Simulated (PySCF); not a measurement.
HCl2HfO, charge +2, doublet, geometry from GFN2-xTB of the parent state (such geometries of metal compounds can be far from the true shape) (the multiplicity is a formal guess) (core potentials on Hf); DF-B3LYP/def2-TZVP in PySCF.

Input for PySCF:
```python
from pyscf import gto, scf, dft

mol = gto.M(
    atom='''
Hf    0.262805   -0.174646   -0.079199
Cl   -1.765701   -0.978754    0.317014
Cl   -0.154209    1.910895   -0.707713
O     1.430908   -0.324711    1.334596
H     2.269273   -0.674202    1.667476
''',
    basis='def2-tzvp',
    ecp={'Hf': 'def2-tzvp'},
    charge=2,
    spin=1,
    verbose=5,
)

mf = dft.ROKS(mol)
mf.xc = 'b3lyp'
mf = mf.density_fit(auxbasis='def2-universal-jkfit')
mf.kernel()
```

What the program printed (banner, timings and long lists left out):

```
PySCF version 2.14.0

[INPUT] verbose = 5
[INPUT] max_memory = 4000
[INPUT] num. atoms = 5
[INPUT] num. electrons = 53
[INPUT] charge = 2
[INPUT] spin (= nelec alpha-beta = 2S) = 1
[INPUT] symmetry False subgroup None
[INPUT] Mole.unit = angstrom
[INPUT] Symbol           X                Y                Z      unit          X                Y                Z       unit  Magmom
[...]
[INPUT] ---------------- BASIS SET ----------------
[INPUT] l, kappa, [nprim/nctr], expnt,             c_1 c_2 ...
[INPUT] Cl
[...]
                                10426.15688       0.0041990463961
                                2373.2334061      0.021592141679
                                671.56420071      0.084598850094
                                218.4199979       0.24757249724
                                77.572249714      0.47016930228
                                28.888815277      0.37436370716
[...]
                                39.339582961      0.10786112456
                                7.6740679989      -0.27408821574
[...]
                                1.8385832573      0.68636955368
[...]
                                157.6424169       0.018879300374
                                50.262520978      0.087206341273
                                18.536078105      0.2528561297
                                7.2940532777      0.4350715482
[...]
                                1.011                1
[...]
[INPUT] Hf
[...]
                                16                -3.5064630782
                                14.4              4.3082581
                                10.304504667      -0.91045809742
[...]
                                11.738072097      0.10139279686
                                4.9203967161      -0.28227924657
                                1.1251726138      0.52032008501
[...]
                                1.3077987772      0.18409232564
                                0.53272310298     0.41484423516
[...]
[INPUT] H
[...]
                                5.1235746         0.045021094
                                1.1646626         0.20189726
[...]
[INPUT] O
[...]
                                4052.3871392      0.0016838662199
                                922.3272271       0.0087395616265
                                261.24070989      0.035239968808
                                85.354641351      0.11153519115
                                31.035035245      0.25588953961
[...]
                                4.9987076005      0.2462784943
[...]
                                14.627049379      0.041912575824
                                4.4501223456      0.16153841088
                                1.5275799647      0.35706951311
[...]
nuclear repulsion = 222.167777739659
number of shells = 55
number of NR pGTOs = 242
number of NR cGTOs = 151
basis = def2-tzvp
ecp = {'Hf': 'def2-tzvp'}

******** <class 'pyscf.df.df_jk.DFROKS'> ********
method = DFROKS
initial guess = minao
damping factor = 0
level_shift factor = 0
DIIS = <class 'pyscf.scf.diis.CDIIS'>
diis_start_cycle = 1
diis_space = 8
diis_damp = 0
SCF conv_tol = 1e-09
SCF conv_tol_grad = None
SCF max_cycles = 50
direct_scf = False
num. doubly occ = 26  num. singly occ = 1
XC library pyscf.dft.libxc version 7.1.2
    S. Lehtola, C. Steigemann, M. J. T. Oliveira, and M. A. L. Marques,  SoftwareX 7, 1–5 (2018)
XC functionals = b3lyp
    P. J. Stephens, F. J. Devlin, C. F. Chabalowski, and M. J. Frisch,  J. Phys. Chem. 98, 11623 (1994)
radial grids:
    Treutler-Ahlrichs [JCP 102, 346 (1995); DOI:10.1063/1.469408] (M4) radial grids

becke partition: Becke, JCP 88, 2547 (1988); DOI:10.1063/1.454033
pruning grids: <function nwchem_prune>
grids dens level: 3
symmetrized grids: False
atomic radii adjust function: <function treutler_atomic_radii_adjust>
small_rho_cutoff = 0
Set gradient conv threshold to 3.16228e-05
Density of valence part of ANO basis will be used as initial guess for Hf
[...]
  1.84163406e+00  1.88988842e+00  1.92059648e+00  1.94315868e+00
  2.03361527e+00  2.08584782e+00  2.25785319e+00  2.27816052e+00
  2.38026032e+00  2.45751971e+00  2.53293859e+00  2.91673290e+00
  3.35797335e+00  4.67089474e+00  4.67493337e+00  4.69652614e+00
  4.70333389e+00  4.98455259e+00  5.00062567e+00  5.78538613e+00
  5.82229680e+00  5.85795181e+00  6.08943130e+00  6.19146468e+00
  6.59935297e+00  1.02362284e+01  1.02576057e+01  1.02585465e+01
  1.02803635e+01  1.04841975e+01  1.05242534e+01  2.43482218e+01
  2.44300554e+01  3.49517491e+01  3.90700760e+01  3.95909857e+01
  4.30270954e+01  7.81431833e+01  7.40872056e+02]
nelec by numeric integration = [27.0000026  26.00000296]
E1 = -1873.7363356402825  E2 = 607.9075364514479  Ecoul = 678.8928526619112  Exc = -70.98531621046337
cycle= 18 E= -1043.66102144918  delta_E= -3.37e-11  |g|= 3.53e-06  |ddm|= 8.64e-06
[...]
                  Roothaan           | alpha              | beta
  Highest 2-occ = -0.761834123646081 | -0.769148703194489 | -0.753144276827437
  Lowest 0-occ =   -0.52895915163777 | -0.529233557604294 | -0.528684745671151
  1-occ =         -0.738131927875783 | -0.781413500038432 | -0.694850643979073
  Roothaan mo_energy =
[-1.01986853e+02 -1.01986851e+02 -1.95689785e+01 -9.91813768e+00
 -9.91813426e+00 -7.67741957e+00 -7.67741604e+00 -7.67278035e+00
 -7.67277706e+00 -7.67135121e+00 -7.67134813e+00 -2.96432783e+00
 -1.81630623e+00 -1.81067398e+00 -1.80903478e+00 -1.39250667e+00
 -1.25776658e+00 -1.25018749e+00 -9.34123111e-01 -8.22879052e-01
 -8.19339064e-01 -8.05130417e-01 -7.89960733e-01 -7.85968052e-01
 -7.62441874e-01 -7.61834124e-01 -7.38131928e-01 -5.28959152e-01
 -4.95657216e-01 -4.82318083e-01 -4.47276653e-01 -4.18978924e-01
 -3.84663965e-01 -3.14003910e-01 -2.81912110e-01 -2.56709003e-01
 -2.16813848e-01 -1.90061435e-01 -1.84682765e-01 -1.81407951e-01
 -1.74568151e-01 -1.68741881e-01 -1.53819712e-01 -7.50782597e-02
 -5.89949221e-02 -4.77679013e-02 -3.71753210e-02 -3.14674240e-02
 -2.49818593e-02 -6.88472055e-03 -6.72047350e-03  2.78168273e-03
  1.32796373e-02  5.30052951e-02  6.85198785e-02  8.84966894e-02
  9.48713926e-02  1.05332696e-01  1.33077578e-01  1.52460723e-01
  1.95403264e-01  2.26827580e-01  2.35931672e-01  2.91198941e-01
  3.29093211e-01  3.54999319e-01  3.89755779e-01  3.96556224e-01
  4.37862877e-01  4.56701542e-01  4.72556706e-01  4.89029575e-01
  5.13210479e-01  5.29146770e-01  6.04473104e-01  6.22258550e-01
  6.35692994e-01  6.56142136e-01  8.81504541e-01  9.02005855e-01
  9.34072346e-01  9.49697206e-01  1.02700448e+00  1.08394715e+00
  1.25080076e+00  1.25597679e+00  1.30498356e+00  1.31009892e+00
  1.31796426e+00  1.35071056e+00  1.38284545e+00  1.39017436e+00
  1.41364444e+00  1.41410595e+00  1.44300580e+00  1.45123678e+00
  1.47379979e+00  1.61600954e+00  1.62866738e+00  1.63138070e+00
  1.63202274e+00  1.63389752e+00  1.63694684e+00  1.65291172e+00
  1.69711129e+00  1.77420456e+00  1.78449344e+00  1.79722890e+00
  1.80114203e+00  1.81727616e+00  1.82068446e+00  1.82890780e+00
  1.84163451e+00  1.88988869e+00  1.92059638e+00  1.94315883e+00
  2.03361540e+00  2.08584686e+00  2.25785187e+00  2.27815907e+00
  2.38025938e+00  2.45751931e+00  2.53293856e+00  2.91673135e+00
  3.35797209e+00  4.67089309e+00  4.67493172e+00  4.69652447e+00
  4.70333222e+00  4.98455095e+00  5.00062407e+00  5.78538437e+00
  5.82229488e+00  5.85795003e+00  6.08942939e+00  6.19146284e+00
  6.59935124e+00  1.02362293e+01  1.02576064e+01  1.02585472e+01
  1.02803643e+01  1.04841982e+01  1.05242541e+01  2.43482226e+01
  2.44300562e+01  3.49517481e+01  3.90700750e+01  3.95909847e+01
  4.30270930e+01  7.81431822e+01  7.40872055e+02]
nelec by numeric integration = [27.0000026  26.00000296]
E1 = -1873.7363193863202  E2 = 607.907520197524  Ecoul = 678.8928381372564  Exc = -70.98531793973233
Extra cycle  E= -1043.66102144914  delta_E= 3.84e-11  |g|= 1.23e-05  |ddm|= 1.13e-05
converged SCF energy = -1043.66102144914
```
